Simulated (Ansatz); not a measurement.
```yaml
atoms:
  - { symbol: H, position_ang: [1.0670, 0.0000, 0.0000] }
  - { symbol: H, position_ang: [0.5335, 0.9241, 0.0000] }
  - { symbol: H, position_ang: [-0.5335, 0.9241, 0.0000] }
  - { symbol: H, position_ang: [-1.0670, 0.0000, 0.0000] }
  - { symbol: H, position_ang: [-0.5335, -0.9241, 0.0000] }
  - { symbol: H, position_ang: [0.5335, -0.9241, 0.0000] }
```

Basis set: 6-31G (spherical functions). All electrons are correlated. Charge 0, multiplicity 1.

Computed with Ansatz (development build ahead of 0.2.0); each method stands on the lowest determinant of its kind that the runs found. Restricted open shells among the atoms or ions are ROHF, correlated in semicanonical orbitals with singles.

(1) Give the atomization energy at this shape (free ground-state atoms in the same class of orbitals less the molecule, no zero-point energy) of singlet H₆ by RHF-MP2, RHF.

## Answers

(1)

```tsv
method	atomization energy
RHF-MP2	796.1 kJ/mol
RHF	615.3 kJ/mol
```

Caution: stretched shape with no unrestricted run beside it, a lower state can exist. Caution for RHF-MP2: bonds are stretched, where a single reference can fail.

This basis has no polarisation functions and is too small for such energies, which can lie far from measured ones in either direction.
